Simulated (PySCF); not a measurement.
Electron correlation in Cl⁺ (chlorine, charge +1)

[Ne] 3s2 3p4, high-spin 3P determinant. All numbers are calculated (PySCF 2.14, scalar relativity by spin-free X2C-1e, in Sapporo-DZP-2012). Frozen: [Ne]; 6 electrons correlated.

MP2 pair energies summed by pair of shells (mhartree):

```csv
pair,energy,share (%)
3p-3p,-45.57,49.8
3s-3p,-39.03,42.6
3s-3s,-6.92,7.6
```

Total MP2 correlation energy: -91.52 mhartree.

Same-spin part -23.40 and opposite-spin part -68.12 mhartree; SCS-MP2 scales them by 1/3 and 6/5 to -89.55 mhartree.

```csv
level,correlation energy (mhartree)
CCSD,-113.56
(T),-1.41
CCSD(T),-114.97
```

Diagnostics: T1 = 0.0082, D1 = 0.0277, largest double amplitude 0.056.

Cost of the coupled-cluster step: 0.3 s of wall time on 1 thread of Neoverse-N1 (shared host), for 6 correlated electrons.

Iterations:

```
CC2 = 0
CCSD nocc = (np.int64(4), np.int64(2)), nmo = (22, 22)
frozen orbitals [[0, 1, 2, 3, 4], [0, 1, 2, 3, 4]]
max_cycle = 100
direct = 0
conv_tol = 1e-08
conv_tol_normt = 1e-06
diis_space = 8
diis_start_cycle = 0
Init t2, MP2 energy = -0.0915236402093072
Init E_corr(UCCSD) = -0.0915236402327821
cycle = 1  E_corr(UCCSD) = -0.107948128149407  dE = -0.0164244879  norm(t1,t2) = 0.0423384
cycle = 2  E_corr(UCCSD) = -0.111704436181002  dE = -0.00375630803  norm(t1,t2) = 0.0145459
cycle = 3  E_corr(UCCSD) = -0.113578868132332  dE = -0.00187443195  norm(t1,t2) = 0.00598525
cycle = 4  E_corr(UCCSD) = -0.113550606356942  dE = 2.82617754e-05  norm(t1,t2) = 0.00065457
cycle = 5  E_corr(UCCSD) = -0.11355943140336  dE = -8.82504642e-06  norm(t1,t2) = 0.000122041
cycle = 6  E_corr(UCCSD) = -0.113558418132983  dE = 1.01327038e-06  norm(t1,t2) = 2.13347e-05
cycle = 7  E_corr(UCCSD) = -0.113558739396047  dE = -3.21263064e-07  norm(t1,t2) = 4.37366e-06
cycle = 8  E_corr(UCCSD) = -0.113558591481537  dE = 1.47914509e-07  norm(t1,t2) = 8.9552e-07
cycle = 9  E_corr(UCCSD) = -0.113558630236242  dE = -3.87547045e-08  norm(t1,t2) = 1.88488e-07
cycle = 10  E_corr(UCCSD) = -0.113558625143722  dE = 5.0925201e-09  norm(t1,t2) = 3.86471e-08
UCCSD converged
E(UCCSD) = -460.3665834350199  E_corr = -0.1135586251437217
UCCSD(T) correction = -0.00141460922197408
```
